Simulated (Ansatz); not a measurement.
System: MnH (charge 0, septet). The spin state was set by rule; other spins were not relaxed. SMILES: [MnH]
Geometry: optimised at B3LYP-D3(BJ)/def2-TZVP (Ansatz, an electronic-structure program).

Wanted: atomisation energy (electronic, to ground-state atoms), in kcal/mol. Correlated levels leave the core frozen unless marked. UHF or UKS for open shells. Spin-orbit coupling is left out. Frozen are the shells of the preceding noble gas and the d and f shells that filled before the atom's block. Non-relativistic. FCI takes restricted orbitals. The coupled-cluster limit lacks core correlation, which all-electron functionals hold. CBS marks a two-point X^-3 extrapolation of the correlation energy; Hartree-Fock from the larger set.

```
level                          program  atomisation energy (kcal/mol)
----------------------  --------------  -----------------------------
BLYP-D3(BJ)/def2-TZVPD  Ansatz + dftd3                           40.4
BLYP/def2-TZVPD                 Ansatz                           39.6
```

Q: What does CCSD(T)/CBS(def2-TZVPPD,def2-QZVPPD) (Ansatz) give?

A: 39.2 kcal/mol, so BLYP/def2-TZVPD differs from it by 0.4 kcal/mol.
